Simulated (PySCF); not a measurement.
## Assignment exercise: C$_{4}$H$_{9}$NOSi

Numbering as in the mapped SMILES `[CH2:1]=[N:2][SiH2:3][C:4](=[CH2:5])[O:6][CH3:7]`. Each H is labelled by its parent atom. Ha(C1), Ha(C5) are cis to Si3; Hb(C1), Hb(C5) are trans to Si3.

[PySCF: PBE0/pcSseg-1 with gauge-including orbitals; geometry from GFN2-xTB; one computed conformer; one averaged value for each set of equivalent atoms; relativity neglected; in vacuum]

Referencing at the same level of theory: 13C, 1H vs TMS.

(1) Assign these signals to the numbered atoms. 13C{1H} NMR (computed): δ 172.6 (C), 170.4 (CH2), 100.4 (CH2), 55.6 (CH3).

(2) Assign these signals to the numbered atoms. 1H NMR (300 MHz, computed): δ 8.72 (m, 1H), 8.64 (m, 1H), 5.20 (s, 2H), 4.95 (m, 1H), 4.88 (m, 1H), 3.66 (s, 3H).

Results:

(1) 
| δ (ppm) | atoms | environment | reason |
| --- | --- | --- | --- |
| 172.6 | C4 | alkene carbon bearing oxygen | an sp2 carbon further deshielded by the attached heteroatom |
| 170.4 | C1 | C=N carbon | – |
| 100.4 | C5 | β carbon of an enol-ether or enamine type C=C | the O or N lone pair pushes π density onto this β carbon and shields it |
| 55.6 | C7 | methyl carbon bonded to O | deshielded by the electronegative neighbour |

(2) 
| δ (ppm) | atoms | environment | reason |
| --- | --- | --- | --- |
| 8.72 | Ha(C1) | hydrogen on a C=N carbon | – |
| 8.64 | Hb(C1) | hydrogen on a C=N carbon | – |
| 5.20 | H(Si3) | hydrogen on a silicon bonded to C, N | – |
| 4.95 | Ha(C5) | hydrogen on a β carbon of an enol-ether or enamine type C=C | lone-pair donation from O or N shields it, upfield of ordinary alkene protons |
| 4.88 | Hb(C5) | hydrogen on a β carbon of an enol-ether or enamine type C=C | – |
| 3.66 | H(C7) | hydrogen on a methyl carbon bonded to O | its carbon carries O, hence the downfield position |

Ha(C1) and Hb(C1); Ha(C5) and Hb(C5) lie closer than the usual error of such a calculation, so a measured spectrum could show them in the other order.

Shifts are as computed. Against solution values, carbons near 30 ppm lie about +3 ppm off and those near 130 ppm about +5 ppm. Of 1309 compounds with measured shifts, 239 miss one by over three times the rms of a fit or turn the order of signals round; such compounds aren't used in these exercises. No couplings were computed; multiplicities are counted from neighbouring protons, with m where these are inequivalent, close in shift, in a saturated or five-membered ring or joined by F or P, and br s for small geminal =CH2 splittings.
